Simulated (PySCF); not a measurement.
HTe, SMILES [TeH], multiplicity 2. Coordinates come from a PBE-D3(BJ)/def2-TZVPD optimisation. The def2 effective core potentials stand for the cores of Te; spin–orbit coupling is left out.

Calculation: PBE-D3(BJ)/def2-TZVPD run with PySCF.

Harmonic wavenumbers (cm⁻¹): 2071. Rotational constants (GHz): 180.3 (linear); symmetry number 1.

Problem. Work out the zero-point energy and the ideal-gas rigid-rotor harmonic-oscillator thermochemistry at 298.15 K and 1 atm.

Solution. ZPE = ½ Σ hcν = ½ × 2071 cm⁻¹ = 12.39 kJ/mol. H − E(el) = 21.07 kJ/mol. Entropy in J/(mol K): translation 169.32, rotation 37.75, vibration 0.00, spin 5.76, total 212.83. G − E(el) = -42.39 kJ/mol. Cp = 29.14 J/(mol K).
